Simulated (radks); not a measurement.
Results of a calculation; reference values are marked as such.
Q: Coherent X-ray form factor from a spherical all-electron density. Code: a radial shooting solver on a logarithmic mesh with Libxc functionals. Model: scalar-relativistic Kohn-Sham, HCTH/407, spin-polarised, spherical densities, finite nucleus; Fermi nuclear charge, rms radius of each element as measured or else 0.836 A^(1/3) + 0.57 fm.

sin(theta)/lambda (1/angstrom)  f0 (electrons)
0.05                                    32.625
0.1                                     31.574
0.15                                    30.038
0.2                                     28.248
0.25                                    26.406
0.3                                     24.644
0.4                                     21.538
0.5                                     18.913
0.6                                     16.591
0.8                                     12.652
1                                        9.776
1.25                                     7.582
1.5                                      6.386
2                                        5.057

The species is in the configuration that NIST lists as its ground one. Which atom or ion scatters so?

A: The krypton ion Kr3+, [Ar] 3d10 4s2 4p3. Extrapolating in s^2 from the first two rows gives f0(0) = 33.0, near the electron count 33; among species with that count, the fall with angle is slower the higher Z, and the table is that of Z = 36; from so few rows the species is fixed only to a neighbour or two.
